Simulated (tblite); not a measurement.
C8H10FN.
Geometry (GFN2-xTB, Å), atoms numbered from 1 in this order:
```xyz
20
C8H10FN angstrom
N      2.4582   -0.0630    1.7534
C      2.5046   -0.0978    0.6123
C      2.5445   -0.1265   -0.8250
C      1.2190    0.4015   -1.4050
F      1.3678    0.4705   -2.7796
C      0.0726   -0.4978   -1.0589
C     -0.8071   -0.2220   -0.1134
C     -1.9934   -0.9614    0.4353
C     -2.2428    0.2170    1.3949
C     -1.0013    0.9324    0.8294
H      3.3737    0.4940   -1.1770
H      2.7056   -1.1546   -1.1616
H      1.0362    1.4286   -1.0645
H      0.0164   -1.4159   -1.6270
H     -1.7398   -1.9019    0.9224
H     -2.7847   -1.1492   -0.2890
H     -2.1715   -0.0379    2.4489
H     -3.1778    0.7428    1.2181
H     -0.1873    1.0645    1.5410
H     -1.1982    1.8875    0.3426
```

Method: GFN2-xTB as coded in tblite; computed harmonic values from a numerical Hessian at the method's own geometry, unscaled. The method is semi-empirical: single wavenumbers can be off by several per cent or more. One conformer, not necessarily the lowest.

Harmonic wavenumbers (cm⁻¹): 41.5, 47.1, 70.0, 118.9, 139.7, 157.2, 297.1, 341.8, 382.7, 414.2, 440.5, 458.7, 539.1, 725.6, 748.7, 775.2, 846.9, 877.1, 935.2, 989.2, 999.6, 1014.6, 1023.9, 1034.7, 1053.3, 1056.4, 1081.6, 1129.8, 1159.4, 1173.8, 1177.7, 1226.6, 1236.2, 1242.4, 1249.9, 1267.1, 1290.2, 1326.0, 1417.5, 1442.8, 1447.3, 1481.0, 1778.8, 2416.9, 2917.7, 2961.4, 2972.2, 2982.8, 2988.4, 3003.5, 3005.8, 3026.9, 3033.8, 3075.6.

A = 1803, B = 935.5, C = 695.2 MHz; mass 139.080 u (most abundant isotopes); point group C1, symmetry number 1.

Task: Zero-point energy?

Result: Half the sum of the wavenumbers: 35021 cm⁻¹ = 418.94 kJ/mol.

Task: Entropy at 400 K, 1 bar (ideal gas, RRHO, classical rotation)?

Result: Translation 176.51, rotation 129.17, vibration 177.78: S = 483.5 J/(mol K).

Task: And Cp and H(400 K) − H(0)?

Result: Cp = 208.27 J/(mol K), of which vibrations give 175.01 (their classical limit is 54 R = 449.0); H(400 K) − H(0) = 48.59 kJ/mol without the zero-point energy, 35.29 from vibrations.

Task: Which modes carry the vibrational entropy at 400 K?

Result: 41.5 cm⁻¹: 24.14; 47.1 cm⁻¹: 23.09; 70.0 cm⁻¹: 19.80; 118.9 cm⁻¹: 15.44; 139.7 cm⁻¹: 14.12; 157.2 cm⁻¹: 13.16 J/(mol K); the other 48 give 68.03 together.

Task: Blend soft modes into free rotors: weight 1/[1 + (100 cm⁻¹/ν̃)⁴] for the oscillator and the rest for a rotor with moment μB/(μ + B), μ = h/(8π²ν), B = 10⁻⁴⁴ kg m². What vibrational entropy results?

Result: 158.34 J/(mol K) in place of 177.78, which changes −T·S at 400 K by +7.78 kJ/mol.

Hindered rotation and anharmonicity are outside this model. Other conformers, if any are populated, would add a mixing term that is left out. The structure is chiral; the term R ln 2 for an equal mix with its mirror image is left out.
